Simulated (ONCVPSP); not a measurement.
## antimony (Sb): one change to an ONCV potential, before and after

| Quantity | Value |
| --- | --- |
| Element | Sb (Z = 51) |
| Generator | ONCVPSP 4.0.1 |
| Type | optimised norm-conserving Vanderbilt (ONCV) |
| Functional | PBEsol |
| Relativity | scalar-relativistic |
| Frozen core | [Ar] 3d10 |
| Valence charge | 23 |
| Reference configuration | 4s2 4p6 4d10 5s2 5p2.5 (charge +0.5) |
| Partial waves | 4s+5s: rc 1.25 bohr, ncon 4, nbas 7, qcut 7.6 1/bohr, 2 projectors; 4p+5p: rc 1.55 bohr, ncon 5, nbas 10, qcut 7.1 1/bohr, 2 projectors; 4d: rc 1.45 bohr, ncon 4, nbas 8, qcut 10.3 1/bohr, 1 projector |
| Local potential | polynomial inside 0.85 bohr (lpopt 5, dvloc0 0 Ha) |
| Core correction | none |

All-electron outer shells of the reference configuration (PBEsol, scalar-relativistic, ld1.x):

| shell | level (eV) | outermost node (bohr) | outermost maximum (bohr) |
| --- | --- | --- | --- |
| 3p | -754.14 | 0.13 | 0.29 |
| 3d | -519.91 | – | 0.24 |
| 4s | -152.69 | 0.39 | 0.73 |
| 4p | -105.70 | 0.39 | 0.76 |
| 4d | -37.51 | 0.38 | 0.84 |
| 5s | -16.65 | 0.95 | 1.88 |
| 5p | -8.30 | 1.04 | 2.29 |

Change: d: ncon 3, nbas 7.

Cutoffs: the cutoffs (Ha) at which the residual kinetic energy of the hardest occupied pseudo-wave falls to 1 and 0.1 mHa per electron; they do not see the model core or the augmentation charge, which bear on the density cutoff. Errors are all-electron minus pseudo energies relative to the spin-unpolarised reference configuration.

Q: How do hardness, ghosts and transferability respond?

A: The potential gets neither clearly harder nor softer (41 Ha and 82 Ha → 39 Ha and 82 Ha); the errors of the 4 common tests hardly move; the range in which the d phases agree narrows (upper end at the end of the scan → 2.8); neither file shows a bound ghost.

```tsv
quantity	base	changed
cutoff, loose	41 Ha	39 Ha
cutoff, tight	82 Ha	82 Ha
loose cutoff by channel	s 30 Ha, p 23 Ha, d 41 Ha	s 30 Ha, p 23 Ha, d 39 Ha
bound ghosts	none	none
GHOST(+) flags under 300 eV	s at 163.7 eV	s at 163.7 eV
error for 4s2 4p6 4d10 5s2 5p3, meV [ΔE -3.27 eV]	+0.7	+0.7
error for 4s2 4p6 4d10 5s2 5p2, meV [ΔE 5.07 eV]	-1.2	-1.1
error for 4s2 4p6 4d10 5s2 5p1, meV [ΔE 21.08 eV]	-4.9	-5.0
error for 4s2 4p6 4d10 5s1 5p3, meV [ΔE 13.84 eV]	-1.8	-1.9
s: phases at 1.27 bohr within 0.05 rad from the reference energy up to (Ha; the scan ends near 5)	to the end of the scan	to the end of the scan
p: phases at 1.58 bohr within 0.05 rad from the reference energy up to (Ha; the scan ends near 5)	to the end of the scan	to the end of the scan
d: phases at 1.47 bohr within 0.05 rad from the reference energy up to (Ha; the scan ends near 5)	to the end of the scan	2.8
```
